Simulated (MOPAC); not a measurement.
MOPAC input (PM7):

```
PM7 1SCF UHF MS=0.5 GEO-OK AUX(PRECISION=9) THREADS=1
C4H2FS

F    -0.16891600 1    2.25152600 1    0.44913200 1
C    -0.13719700 1    0.93763100 1    0.18006800 1
C    -1.33573600 1    0.20830700 1   -0.09608300 1
C    -0.99438600 1   -1.07706400 1   -0.32695200 1
S     0.65945100 1   -1.44642500 1   -0.23109000 1
C     1.01276500 1    0.21309100 1    0.14976600 1
H    -2.32460900 1    0.63880000 1   -0.10994200 1
H     2.02095300 1    0.54847000 1    0.32440500 1
```

Output:

```
 *******************************************************************************
 **                                                                           **
 **                              MOPAC v23.2.5                                **
 **                                                                           **
 *******************************************************************************
 ** MOPAC's Digital Object Identifier: https://doi.org/10.5281/zenodo.6511958 **
 **                                                                           **
 ** Please cite the open-source release paper for use of this MOPAC version:  **
 ** J. E. Moussa and J. J. P. Stewart (2026)                                  **
 ** MOPAC: An open-source semiempirical molecular orbital program             **
 ** J. Open Source Softw., 11(119), 8025, https://doi.org/10.21105/joss.08025 **
 *******************************************************************************

                              PM7 CALCULATION RESULTS

 *******************************************************************************
 *  PM7        - The PM7 Hamiltonian to be used
 *  GEO-OK     - OVERRIDE INTERATOMIC DISTANCE AND OTHER SAFETY CHECKS
 *  UHF        - UNRESTRICTED HARTREE-FOCK CALCULATION
 *  MS=        - IN MECI, MAGNETIC COMPONENT OF SPIN =  0.5
 *  1SCF       - DO 1 SCF AND THEN STOP
 *  AUX        - OUTPUT AUXILIARY INFORMATION
 *******************************************************************************
PM7 1SCF UHF MS=0.5 GEO-OK AUX(PRECISION=9) THREADS=1
 C4H2FS

   ATOM   CHEMICAL          X               Y               Z
  NUMBER   SYMBOL      (ANGSTROMS)     (ANGSTROMS)     (ANGSTROMS)

     1       F         -0.16891600  *   2.25152600  *   0.44913200  *
     2       C         -0.13719700  *   0.93763100  *   0.18006800  *
     3       C         -1.33573600  *   0.20830700  *  -0.09608300  *
     4       C         -0.99438600  *  -1.07706400  *  -0.32695200  *
     5       S          0.65945100  *  -1.44642500  *  -0.23109000  *
     6       C          1.01276500  *   0.21309100  *   0.14976600  *
     7       H         -2.32460900  *   0.63880000  *  -0.10994200  *
     8       H          2.02095300  *   0.54847000  *   0.32440500  *

          CARTESIAN COORDINATES

    NO.       ATOM           X           Y           Z

     1         F         -0.1689      2.2515      0.4491
     2         C         -0.1372      0.9376      0.1801
     3         C         -1.3357      0.2083     -0.0961
     4         C         -0.9944     -1.0771     -0.3270
     5         S          0.6595     -1.4464     -0.2311
     6         C          1.0128      0.2131      0.1498
     7         H         -2.3246      0.6388     -0.1099
     8         H          2.0210      0.5485      0.3244

 General Reference for PM7:
 "Optimization of Parameters for Semiempirical Methods VI: More Modifications to the
 NDDO Approximations and Re-optimization of Parameters", J. J. P. Stewart, J. Mol. Mod., 1:32, 19 (2013)
 https://link.springer.com/article/10.1007/s00894-012-1667-x

           Empirical Formula: C4 H2 F S  =     8 atoms

      MOLECULAR POINT GROUP   :   Cs

          UHF CALCULATION, NO. OF ALPHA ELECTRONS =   16
                           NO. OF BETA  ELECTRONS =   15

 -------------------------------------------------------------------------------
 PM7 1SCF UHF MS=0.5 GEO-OK AUX(PRECISION=9) THREADS=1
 C4H2FS

     1SCF WAS SPECIFIED, SO BFGS WAS NOT USED
     SCF FIELD WAS ACHIEVED

                              PM7 CALCULATION
                                                       MOPAC v23.2.5 Linux

          FINAL HEAT OF FORMATION =         44.57011 KCAL/MOL =     186.48136 KJ/MOL

          COSMO AREA              =        119.37 SQUARE ANGSTROMS
          COSMO VOLUME            =        109.18 CUBIC ANGSTROMS

          IONIZATION POTENTIAL    =          9.502074 EV
          ALPHA SOMO LUMO (EV)    =         -9.502 -0.862
          BETA  SOMO LUMO (EV)    =         -9.532 -1.340
          NO. OF ALPHA ELECTRONS  =         16
          NO. OF BETA  ELECTRONS  =         15
          MOLECULAR WEIGHT        =        101.1182         POINT GROUP:  Cs

          MOLECULAR DIMENSIONS (Angstroms)

            Atom       Atom       Distance
            H     8    H     7     4.36815
            S     5    F     1     3.75899
            C     2    C     3     0.00000

          SCF CALCULATIONS        =          1

   ATOM   CHEMICAL          X               Y               Z
  NUMBER   SYMBOL      (ANGSTROMS)     (ANGSTROMS)     (ANGSTROMS)

     1       F         -0.16891600  *   2.25152600  *   0.44913200  *
     2       C         -0.13719700  *   0.93763100  *   0.18006800  *
     3       C         -1.33573600  *   0.20830700  *  -0.09608300  *
     4       C         -0.99438600  *  -1.07706400  *  -0.32695200  *
     5       S          0.65945100  *  -1.44642500  *  -0.23109000  *
     6       C          1.01276500  *   0.21309100  *   0.14976600  *
     7       H         -2.32460900  *   0.63880000  *  -0.10994200  *
     8       H          2.02095300  *   0.54847000  *   0.32440500  *

                             CARTESIAN COORDINATES

   1    F       -0.168916000     2.251526000     0.449132000
   2    C       -0.137197000     0.937631000     0.180068000
   3    C       -1.335736000     0.208307000    -0.096083000
   4    C       -0.994386000    -1.077064000    -0.326952000
   5    S        0.659451000    -1.446425000    -0.231090000
   6    C        1.012765000     0.213091000     0.149766000
   7    H       -2.324609000     0.638800000    -0.109942000
   8    H        2.020953000     0.548470000     0.324405000

           Empirical Formula: C4 H2 F S  =     8 atoms

      MOLECULAR POINT GROUP   :   Cs

          ALPHA EIGENVALUES
 -41.29592 -31.98875 -25.35287 -24.47891 -19.60276 -18.75327 -17.58813 -16.87999
 -16.23638 -14.38230 -13.88272 -13.60466 -11.87691 -11.20651 -10.30488  -9.50207
  -0.86236  -0.85207  -0.19731   0.08967   0.25289   0.65301   1.11642   1.51498
   2.07943   2.94196   3.70263   4.28002   4.82910   5.55415   5.78719

           BETA EIGENVALUES
 -41.28331 -31.93213 -25.30620 -24.28383 -19.47885 -18.56893 -17.30138 -16.86255
 -16.12613 -14.13244 -13.79410 -13.47980 -11.78956 -10.22818  -9.53172  -1.33987
  -0.64176  -0.57377  -0.07178   0.09688   0.43130   0.71176   1.23363   1.61153
   2.23124   3.03731   3.83792   4.28334   4.90891   5.54460   5.78364

              NET ATOMIC CHARGES AND DIPOLE CONTRIBUTIONS

  ATOM NO.   TYPE          CHARGE      No. of ELECS.   s-Pop       p-Pop       d-Pop
    1          F          -0.143933        7.1439     1.96888     5.17506
    2          C           0.201795        3.7982     1.09210     2.70610
    3          C          -0.315781        4.3158     1.07923     3.23655
    4          C          -0.010815        4.0108     1.25090     2.75991
    5          S           0.274153        5.7258     1.86964     3.70374     0.15247
    6          C          -0.404468        4.4045     1.10192     3.30255
    7          H           0.199714        0.8003     0.80029
    8          H           0.199335        0.8007     0.80066
 DIPOLE           X         Y         Z       TOTAL
 POINT-CHG.     0.667    -2.088    -0.363     2.222
 HYBRID        -0.276     1.081     0.195     1.133
 SUM            0.391    -1.007    -0.168     1.094

          ATOMIC ORBITAL ELECTRON POPULATIONS

     Atom    s        px        py        pz      x^2-y^2     xz        z^2       yz        xy
    1  F   1.96888   1.98505   1.25306   1.93695
    2  C   1.09210   0.94278   0.80447   0.95884
    3  C   1.07923   1.08605   1.00501   1.14548
    4  C   1.25090   0.86728   0.93867   0.95396
    5  S   1.86964   0.95056   1.08567   1.66751   0.05998   0.02423   0.02400   0.01695   0.02731
    6  C   1.10192   1.10208   1.00008   1.20039
    7  H   0.80029
    8  H   0.80066

                    (SZ)    =    0.500000
                    (S**2)  =    0.790701

          ATOMIC ORBITAL SPIN POPULATIONS

    Atom   Total    s     px     py     pz   x^2-y^2  xz     z^2    yz     xy
         Atomic
    1  F  0.0043  0.000  0.001 -0.000  0.004
    2  C  0.1271  0.020  0.023  0.011  0.074
    3  C -0.1529 -0.004 -0.013 -0.015 -0.122
    4  C  1.0754  0.167  0.338  0.384  0.187
    5  S  0.0031  0.002  0.001 -0.006 -0.019  0.006  0.002 -0.000 -0.000  0.018
    6  C -0.0699  0.003 -0.003  0.018 -0.088
    7  H  0.0097  0.010
    8  H  0.0032  0.003

 **********************
 *                    *
 * JOB ENDED NORMALLY *
 *                    *
 **********************

 == MOPAC DONE ==
```

The geometry given is a B3LYP-D3(BJ)/def2-TZVP minimum.
